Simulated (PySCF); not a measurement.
Sb(F)2(OMe) (CH3F2OSb), SMILES C[O][Sb]([F])[F].

Coordinates come from a B3LYP-D3(BJ)/def2-SVP optimisation. The structure was generated by enumeration; whether it is a known compound was not checked. The def2 effective core potentials stand for the cores of Sb; spin–orbit coupling is left out. Other conformers were not sampled.

Two levels are set side by side: TDA-PBE/def2-SVPD (PySCF) and TDA-PBE0/def2-SVPD (PySCF). Vertical, same geometry. The lowest singlet is HOMO→LUMO+1 99 % with PBE and HOMO→LUMO+1 98 % with the other functional; states are paired by order. Differences are taken from unrounded values.

| quantity | TDA-PBE0 | TDA-PBE | TDA-PBE minus TDA-PBE0 |
|---|---|---|---|
| lowest singlet excitation (eV) | 5.76 | 4.84 | -0.91 |
| lowest triplet excitation (TDA) (eV) | 5.27 | 4.44 | -0.83 |
| first bright state (f over 0.05) (eV) | 6.34 | 6.79 | 0.45 |
| its oscillator strength | 0.07 | 0.05 | -0.02 |

Functionals without exact exchange tend to place singlet excitations lower, as here. Differences between two approximate levels are no errors against the true value.

Rough cost on one machine, each run with all the roots and properties that it gave: TDA-PBE0 against TDA-PBE within a factor of 2.
